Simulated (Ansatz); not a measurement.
CH4BNOSi (`OB1C=N[SiH2]1`) at its PBE0-D4/def2-TZVP geometry, where that method's forces vanish. The species carries charge 0 and has multiplicity 1.

```csv
atom,x (Å),y (Å),z (Å)
O1,1.995,0.130,-0.790
B2,0.748,0.134,-0.302
C3,-0.219,1.346,0.011
N4,-1.321,0.848,0.473
Si5,-0.856,-0.896,0.386
H6,2.375,-0.747,-0.890
H7,-0.110,2.433,-0.093
H8,-1.745,-1.685,-0.513
H9,-0.868,-1.563,1.719
```

Problem. For each bond, give half the difference of the two atoms' forces along it (eV/Å; positive pushes the atoms apart) under PBE-D4, r2SCAN-D4, B3LYP-D4, ωB97M-V in def2-TZVPP. (Estimate.)

Solution. Computed: 
```csv
bond,length (Å),PBE-D4,r2SCAN-D4,B3LYP-D4,ωB97M-V
O1–B2,1.339,0.32,0.17,0.11,0.18
O1–H6,0.961,0.38,0.00,-0.02,-0.11
B2–C3,1.582,-0.21,-0.09,0.00,0.06
B2–Si5,2.026,-0.12,-0.03,0.07,-0.03
C3–N4,1.294,0.70,0.36,0.15,0.01
C3–H7,1.098,0.01,-0.05,-0.15,-0.15
N4–Si5,1.807,0.30,0.10,0.13,0.02
Si5–H8,1.490,0.03,-0.04,-0.12,-0.13
Si5–H9,1.490,0.03,-0.04,-0.12,-0.13
```

B3LYP here is the variant with VWN-RPA as its local correlation; programs differ in this.
